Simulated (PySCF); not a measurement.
5-hexyn-2-one, C₆H₈O.
SMILES with atom numbers: `[CH:1]#[C:2][CH2:3][CH2:4][C:5]([CH3:6])=[O:7]` (hydrogens: H8 on C1; H9, H10 on C3; H11, H12 on C4; H13, H14, H15 on C6)

Structure used (GFN2-xTB), in Å, numbered top down from 1:
```
atom  x, y, z in Å
C1     3.301    1.204    0.212
C2     2.403    0.416    0.273
C3     1.296   -0.515    0.340
C4    -0.044    0.203    0.167
C5    -1.216   -0.754    0.234
C6    -2.564   -0.094    0.070
O7    -1.086   -1.939    0.404
H8     4.100    1.882    0.161
H9     1.313   -1.031    1.304
H10    1.409   -1.271   -0.443
H11   -0.072    0.720   -0.796
H12   -0.168    0.962    0.943
H13   -2.613    0.412   -0.891
H14   -3.354   -0.838    0.129
H15   -2.709    0.651    0.850
```

The closed-shell ground state was solved at several levels (PySCF, density fitting, gas phase, non-relativistic).

```tsv
level	basis functions	total energy (Eh)	HOMO (eV)	LUMO (eV)	gap (eV)	dipole (D)
B3LYP/pcJ-1	269	-308.6301	-7.09	-0.76	6.33	2.61
PBE0/pcSseg-1	159	-308.2064	-7.35	-0.50	6.85	2.64
B3LYP/def2-SVPD	207	-308.4026	-7.16	-0.91	6.25	2.67
```

Problem. Estimate the row for PBE0/def2-SVPD, a basis of 207 functions; the other rows only guide the guess.

Solution. Total energy -308.0320 Eh, HOMO -7.39 eV, LUMO -0.62 eV, gap 6.77 eV, dipole 2.67 D.

Problem. Over all these levels, which gives the widest orbital gap and which the narrowest?

Solution. PBE0/pcSseg-1 (global hybrid, 25 % exact exchange) has the widest, 6.85 eV, and B3LYP/def2-SVPD (global hybrid, 20 % exact exchange) the narrowest, 6.25 eV. Functional and basis both differ between the two, so the spread mixes both effects.

Problem. How far do the dipole and the HOMO energy spread over the levels?

Solution. The dipole runs from 2.61 to 2.67 D (mean 2.65 D) and the HOMO from -7.39 to -7.09 eV.

One conformer stands for the species.
